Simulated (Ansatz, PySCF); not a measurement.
Species: BNH$_{3}$, charge 0, doublet. BNH3 (SMILES B[NH], doublet).
B3LYP-D3(BJ)/def2-TZVP minimum from Ansatz (an electronic-structure program):
```
B
N 1 1.3287
H 2 0.9996 1 163.55
H 1 1.2007 2 121.70 3 180.00
H 1 1.2080 4 119.29 2 -180.00
```
Charge 0, spin multiplicity 2.

Wanted: enthalpy of formation at 298 K (by atomisation, with ideal-gas terms from PySCF's Hessian at B3LYP-D3(BJ)/def2-TZVP and the atoms' measured values of the G2/97 table; no spin-orbit terms), in kJ/mol. UHF or UKS for unpaired electrons; spin-orbit terms are left out. Cores are frozen in correlated methods. Rows without X2C or -DK are non-relativistic. CBS(X,Y): correlation extrapolated as X^-3, Hartree-Fock from the larger set. A bracket is a step between two methods taken in the basis named. '+ core + X2C': CCSD(T) terms for core correlation (cc-pwCVTZ) and scalar relativity (cc-pVTZ-DK). Where a partner has so few electrons that a lower coupled-cluster level is exact, that level stands in.

```
level                                                                                                   program  enthalpy of formation at 298 K (kJ/mol)  difference against the last row
------------------------------------------------------------------------------------------------------  -------  ---------------------------------------  -------------------------------
HF/aug-cc-pVTZ                                                                                           Ansatz                                    605.7                            429.2
MP2/aug-cc-pVQZ                                                                                          Ansatz                                    202.2                             25.7
CCSD/aug-cc-pVDZ                                                                                         Ansatz                                    326.3                            149.8
CCSD/aug-cc-pVQZ                                                                                         Ansatz                                    221.9                             45.4
CCSDT(Q)/cc-pVDZ                                                                                         Ansatz                                    322.2                            145.7
CCSD(T)/CBS(cc-pVTZ,cc-pVQZ) + [CCSDT(Q) - CCSD(T)]/cc-pVTZ + core + X2C                                 Ansatz                                    176.4                             -0.1
CCSD(T)/CBS(cc-pVTZ,cc-pVQZ) + [CCSDT(Q) - CCSD(T)]/cc-pVTZ + [CCSDTQ - CCSDT(Q)]/cc-pVDZ + core + X2C   Ansatz                                    176.5                              0.0
```
